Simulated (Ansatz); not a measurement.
C$_{2}$H$_{3}$AlClNO, SMILES `[CH3][Al]([Cl])[N]=C=O`, relaxed with RKS PBE-D4/def2-SVP in Ansatz 0.2.0 from a rough embedded geometry. The force threshold is 0.03 eV/Å; the program also tests the step.

Charge 0, multiplicity 1.

Start:

```xyz
9

C    -0.073   -1.147   -0.868
Al    1.000    0.285    0.028
Cl    3.151    0.361   -0.356
N     0.203    1.598    1.117
C    -1.063    1.510    1.412
O    -2.277    1.489    1.649
H    -0.893   -0.641   -1.470
H     0.519   -1.750   -1.494
H    -0.567   -1.706   -0.019
```

```tsv
step	energy (eV)	largest force (eV/Å)	largest move (Å)
1	-24757.1321	3.960	0.000
2	-24757.6674	1.120	0.136
3	-24757.7324	0.435	0.068
4	-24757.7670	0.250	0.094
5	-24757.8060	0.610	0.195
6	-24757.8433	0.490	0.200
7	-24757.8803	0.181	0.200
8	-24757.8918	0.900	0.195
9	-24757.9034	0.479	0.060
10	-24757.9097	0.242	0.042
11	-24757.9153	0.179	0.074
12	-24757.9193	0.435	0.091
13	-24757.9225	0.252	0.022
14	-24757.9253	0.079	0.042
15	-24757.9259	0.008	0.025
16	-24757.9262	0.028	0.040
```

End:

```xyz
9

C     0.048   -1.365   -1.066
Al    0.715    0.144   -0.042
Cl    2.748    0.715   -0.041
N    -0.376    1.138    0.962
C    -1.070    1.847    1.661
O    -1.756    2.531    2.339
H    -0.711   -1.027   -1.802
H     0.857   -1.888   -1.613
H    -0.454   -2.096   -0.397
```

Hardware: 4 threads of an Arm Neoverse V1 on a shared host. Wall time 23 s, peak host memory 0.18 GiB.
